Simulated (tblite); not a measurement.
Compound: C7H7O (doublet state).
Bonds: O1–C2, C2–C3, C3–C4 (aromatic), C4–C5 (aromatic), C5–C6 (aromatic), C6–C7 (aromatic), C7–C8 (aromatic), C3–C8 (aromatic). Hydrogens: H9 on O1; H10, H11 on C2; H12 on C4; H13 on C6; H14 on C7; H15 on C8.

The geometry is computed with GFN2-xTB (gas phase). This method treats the open shell by occupation alone, without spin polarisation.

(1) Give the optimised bond lengths and angles.

Answers

(1) 
| bond | length (Å) |
| --- | --- |
| O1–C2 | 1.413 |
| C2–C3 | 1.509 |
| C3–C4 | 1.399 |
| C4–C5 | 1.362 |
| C5–C6 | 1.363 |
| C6–C7 | 1.394 |
| C7–C8 | 1.382 |
| C3–C8 | 1.389 |
| O1–H9 | 0.964 |
| C2–H10, C2–H11 | 1.097 |
| C4–H12 | 1.081 |
| C6–H13 | 1.079 |
| C7–H14 | 1.081 |
| C8–H15 | 1.080 |

Bonds in one row agree within 0.01 Å and their mean is given. A selection of angles:
| angle | degrees |
| --- | --- |
| C2–O1–H9 | 108.8 |
| O1–C2–C3 | 112.1 |
| O1–C2–H10 | 105.2 |
| O1–C2–H11 | 110.4 |
| C3–C2–H10 | 110.2 |
| H10–C2–H11 | 108.6 |
| C2–C3–C4 | 120.4 |
| C2–C3–C8 | 120.7 |
| C4–C3–C8 | 118.9 |
| C3–C4–C5 | 117.7 |
| C3–C4–H12 | 120.2 |
| C5–C4–H12 | 122.1 |
| C4–C5–C6 | 125.1 |
| C5–C6–C7 | 117.0 |
| C5–C6–H13 | 122.3 |
| C7–C6–H13 | 120.6 |
| C6–C7–C8 | 120.0 |
| C6–C7–H14 | 119.6 |
| C8–C7–H14 | 120.5 |
| C7–C8–H15 | 119.9 |
| C3–C8–C7 | 121.3 |
| C3–C8–H15 | 118.8 |

Dihedral angles: O1–C2–C3–C4 -104° (anticlinal); H9–O1–C2–C3 57° (synclinal). The mirror-image conformer, all signs reversed, is as good.

The 6-membered ring C3–C4–C5–C6–C7–C8 has internal angles of 117.0° to 125.1°; it is planar, 0.00 Å rms from its mean plane, widest ring torsion 1°. C7 (carbon bonded to 2 C and H) is planar (angles 120.5°, 120.0° and 119.6°, sum 360.0°, 0.00 Å off the plane of its three neighbours). C4 (carbon bonded to 2 C and H) is planar (angles 122.1°, 120.2° and 117.7°, sum 360.0°, 0.00 Å off the plane of its three neighbours). C3 (carbon bonded to 3 C) is planar (angles 120.7°, 120.4° and 118.9°, sum 359.9°, 0.02 Å off the plane of its three neighbours). O1 (oxygen bonded to C and H) is bent (angle 108.8°). Of the pairs four or more bonds apart, H11···H12 is among the closest relative to their van der Waals radii: 2.39 Å, 100 % of the sum of Bondi's values. C6 (carbon bonded to 2 C and H) is planar (angles 122.3°, 120.6° and 117.0°, sum 360.0°, 0.00 Å off the plane of its three neighbours).

Point group: C1 (no symmetry element, even within 0.4 Å). GFN2-xTB frequencies show an imaginary mode (21i cm⁻¹), so the point is no minimum at that level. Torsions: H–O1–C2–C3 57°, O1–C2–C3–C4 -104°. 2 starts were optimised and ended at 0.00 and 0.09 kcal/mol (GFN2-xTB); the lowest of these is shown.
